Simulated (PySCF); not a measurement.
**Exercise with solution: oscillator strength and radiative lifetime**

CH₈FNOSi₂, SMILES F[Si@@H]([Si@@H](N)C)O.

Coordinates come from a B3LYP-D3(BJ)/def2-SVP optimisation. The structure was generated by enumeration; whether it is a known compound was not checked. The values are those of a single conformer.

TDA-PBE0/def2-SVPD (PySCF) puts the first singlet state with f over 0.02 at 6.21 eV (vertical), with the transition dipole (0.026, 0.259, 0.461) in atomic units.

### Question
Find the oscillator strength, the wavelength and the radiative lifetime that this transition would have in vacuum if emission retraced absorption.

### Answer

|μ|² = 0.2803 au, so |μ| = 1.35 D. ΔE = 6.21/27.211 = 0.2282 hartree. f = (2/3) ΔE |μ|² = 0.043 (the program prints 0.043).
λ = 1239.84/6.21 = 200 nm; ν = 50087 cm⁻¹.
Einstein's coefficient A = 0.6670 ν² f s⁻¹ (ν in cm⁻¹) = 7.1e7 s⁻¹, so τ = 1/A = 14 ns. This state is S2; the lower singlet has f = 0.017. The figure is the radiative limit of this one transition; relaxation, internal conversion, crossing to triplets and a medium change what is measured.
